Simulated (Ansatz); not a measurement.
# Competing steps

Reactants: SiH₃Cl ([SiH3][Cl]) + H₂O + HF (brackets give SMILES or just the links). Saddle points were found for several chosen steps; others may exist. Gas-phase electronic energies, without zero-point energy, by CCSD(T) at an estimated basis limit (MP2 extrapolated from triple and quadruple zeta, plus CCSD(T) − MP2 in triple zeta); Ansatz 0.2.0, def2-TZVPP and QZVPP, frozen cores, on PBE0-D4/def2-TZVP structures. Extrapolation: Hartree–Fock as exp(−7.88 √X), correlation as X^−2.97. No counterpoise correction.

Rank the steps by the energy of their saddle points, lowest first, and give each saddle's height above the lowest. (Judge from chemistry; the value comes from the calculation.)
A. ligand exchange through a proton shuttle, to SiH₃F ([F][SiH3]) + HCl + H₂O (breaks or loosens Cl–Si, F–H, H–O; forms Cl–H, F–Si, H–O)
B. ligand exchange through a proton shuttle, to SiH₃ClO ([OH][SiH2][Cl]) + HF + H₂ (breaks or loosens F–H, H–O, H–Si; forms F–H, H–H, O–Si)

Computed: A (0.0 kJ/mol), B (47.6 kJ/mol). Heights count from the lowest.

The lowest of these saddles lies at 47.2 kJ/mol relative to the separated reactants.

Does the lowest of these saddles lead to the lowest end structure (the products still in contact)? (A judgement: the text doesn't fix the answer.)

By the calculation: No: the step over a higher saddle ends lower. Relative to the separated reactants, the ends lie at -75.1 (SiH₃F ([F][SiH3]) + HCl + H₂O); -113.8 (SiH₃ClO ([OH][SiH2][Cl]) + HF + H₂) kJ/mol.

The T1 diagnostic stays at or below 0.011.

For scale, one of the runs: CCSD(T)/def2-TZVPP, 230 basis functions, launched by `ansatz run in.yaml --threads 4 --pin off --events-out ev --progress --plain --max-ram 9574MiB`. Time: 100 s of wall clock on 4 CPU threads of an Arm Neoverse V2; the host was shared. Peak host memory: 3.9 GiB.
